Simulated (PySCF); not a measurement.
Do core-level shifts follow atomic charges?

Species: C3H5BN (charge -1).
Structure used (PBE0-D3(BJ)/def2-SVP), in Å, numbered top down from 1:
```xyz
10
C3H5BN angstrom
C     -1.6813    0.4300   -0.5488
C     -0.6559    0.2174    0.2883
B      0.8028   -0.3615   -0.0781
C      1.9507    0.6214    0.4319
N      2.7879    1.3397    0.8085
H     -1.5814    0.2351   -1.6249
H     -2.6609    0.8023   -0.2149
H     -0.8579    0.4499    1.3492
H      0.9791   -1.4468    0.5027
H      0.9332   -0.5278   -1.2985
```

Binding energies: delta-SCF UKS SCAN, pcX-2 on the ionised atom, pcseg-1 elsewhere, spin-free X2C in PySCF. Charges: PBE0/pcSseg-1 ground-state density, for the ionised atom.

```csv
atom,environment,C 1s (eV),Mulliken (e),IAO (e),Hirshfeld (e),ESP (e)
C2,alkene CH carbon,285.28,-0.327,-0.184,-0.111,+0.031
C1,terminal =CH2 carbon,285.50,-0.260,-0.364,-0.166,-0.609
C4,cyano carbon,286.09,-0.091,+0.077,-0.027,+0.310
```

Problem. Give the correlation coefficient and slope of binding energy on charge for each scheme.

Solution. Mulliken: r = 1.00, slope 3.4 eV per e; Hirshfeld: r = 0.78, slope 4.7 eV per e; IAO: r = 0.78, slope 1.5 eV per e; ESP: r = 0.53, slope 0.5 eV per e. Mulliken charges have the highest r, on only 3 points.

Problem. The point-charge model writes a binding energy as kq + V + constant, with V the potential of the other atoms' charges at the site. What does it give with the ESP charges?

Solution. V = Σ 14.40 eV Å × q/r over all other atoms: -7.87 eV at C2, +1.83 eV at C1, -12.04 eV at C4. Fitting binding energy − V to q gives k = 15.6 eV per e and leaves an rms residual of 0.27 eV, against 0.29 eV for the fit on q alone. The model has no term for differences in relaxation between sites.

The unrestricted hole states depart most from a pure doublet (⟨S²⟩ = 0.75; over 0.85 named) for C 1s of C2 (0.87), which makes this value less certain. The species carries charge -1, so core ionisation leaves a neutral species. The basis sets have no added diffuse functions. Isolated species at its PBE0-D3(BJ)/def2-SVP geometry (one conformer only).
